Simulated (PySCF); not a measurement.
C2H8OSi, SMILES O(C)[SiH2]C. The structure is a stationary point at PBE0-D3(BJ)/def2-SVP. The values are those of a single conformer.

Computed with PBE0-D3(BJ)/def2-SVP in PySCF 2.14.0.

Harmonic wavenumbers (cm⁻¹): 81, 109, 153, 157, 275, 499, 674, 727, 769, 787, 873, 940, 981, 1177, 1181, 1227, 1266, 1424, 1430, 1475, 1477, 1478, 2194, 2203, 3003, 3063, 3076, 3132, 3169, 3175. Rotational constants (GHz): 17.00, 3.053, 2.763; symmetry number 1.

### Question
Work out the zero-point energy and the ideal-gas rigid-rotor harmonic-oscillator thermochemistry at 298.15 K and 1 atm.

### Answer
ZPE = ½ Σ hcν = ½ × 42177 cm⁻¹ = 60.30 kcal/mol. H − E(el) = 65.22 kcal/mol. Entropy in cal/(mol K): translation 38.91, rotation 25.22, vibration 16.26, total 80.38. G − E(el) = 41.25 kcal/mol. Cp = 24.27 cal/(mol K). Modes under 150 cm⁻¹ make the vibrational entropy uncertain.
